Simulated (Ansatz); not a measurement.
Ansatz (a quantum-chemistry and plane-wave program) input:

Ansatz 0.2 input:
```yaml
crystal:
  periodic: [false, false, false]
  atoms:
    - {symbol: C, position_ang: [-3.23297120, 1.06254893, 0.15580771]}
    - {symbol: C, position_ang: [-2.27107976, 0.04754257, -0.34060018]}
    - {symbol: C, position_ang: [-0.84961825, 0.22114586, 0.24526310]}
    - {symbol: C, position_ang: [0.11530059, -0.83249670, -0.28563869]}
    - {symbol: S, position_ang: [1.80161820, -0.73824508, 0.38862328]}
    - {symbol: C, position_ang: [2.38964608, 0.78505379, -0.39861719]}
    - {symbol: H, position_ang: [-3.32636515, 2.02415207, -0.33056070]}
    - {symbol: H, position_ang: [-3.74782357, 0.92455730, 1.09698490]}
    - {symbol: H, position_ang: [-2.20040595, 0.09628848, -1.43211383]}
    - {symbol: H, position_ang: [-2.62151285, -0.95937499, -0.09056590]}
    - {symbol: H, position_ang: [-0.48603477, 1.22142148, 0.00034672]}
    - {symbol: H, position_ang: [-0.89031795, 0.15979780, 1.33457394]}
    - {symbol: H, position_ang: [0.17369700, -0.79297857, -1.37651811]}
    - {symbol: H, position_ang: [-0.23296163, -1.83275768, -0.01954320]}
    - {symbol: H, position_ang: [3.43845486, 0.89402648, -0.12629982]}
    - {symbol: H, position_ang: [1.84547968, 1.66054118, -0.04728129]}
    - {symbol: H, position_ang: [2.31423440, 0.71348112, -1.48428386]}
basis:
  gaussian:
    orbitals: 6-31G
magnetization: {spin_polarized: true, initial_magnetization: 1}
correlation: {method: ccsd_t, electrons: outside_noble_gas}
```

Question: What final total energy does it print?

Answer: -593.66820 Eh (CCSD(T)/6-31G). The basis has 80 functions.

It need not be the lowest isomer of its formula.
